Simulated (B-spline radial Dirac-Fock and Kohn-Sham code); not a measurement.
## Auger decay of the L2 hole in La⁺

System: the La⁺ ion, configuration [Xe] 4f1 5d1 (not the ground configuration).

Method: independent-particle rates on relativistic LDA orbitals of the hole state (multipoles up to L = 3, Coulomb Auger matrix elements, transition energies from Dirac-Fock). Computed with a radial B-spline solver. Kinetic energies are configuration averages from the vacuum level; the two-hole energies are estimated from single-hole states.

```
transition  kinetic energy (eV)  width (meV)  share (%)
   L2-L3N1                90.90         33.9        1.1
   L2-L3N2                151.5          158        5.3
   L2-L3N3                170.0         52.6        1.8
   L2-L3N4                272.4          230        7.7
   L2-L3N5                275.9         76.5        2.6
   L2-M1M2               3267.5         77.8        2.6
   L2-M2M2               3417.0         74.8        2.5
   L2-M2M3               3503.6          239        8.0
   L2-M2M4               3782.3          127        4.3
   L2-M2M5               3793.3          221        7.4
   L2-M3M4               3859.3          169        5.6
   L2-M4M4               4132.4          144        4.8
   L2-M4M5               4148.3          626       20.9
   L2-M5M5               4166.4         27.9        0.9
   L2-M2N2               4431.3         27.0        0.9
   L2-M2N3               4447.9         49.3        1.6
   L2-M3N2               4511.3         35.5        1.2
   L2-M2N5               4553.4         38.7        1.3
   L2-M3N4               4631.5         25.2        0.8
   L2-M5N2               4805.0         29.2        1.0
   L2-M4N3               4806.1         33.2        1.1
   L2-M4N4               4909.2         43.2        1.4
   L2-M4N5               4911.5          101        3.4
   L2-M5N4               4925.2         78.4        2.6
```

The listed channels hold 91 % of the non-radiative rate. Summed by principal shells, of 2.99 eV in all: LMM 58.7 %, LMN 18.6 %, LLN 18.4 %, LNN 1.5 %, LLO 1.3 %, LMO 1.2 %.
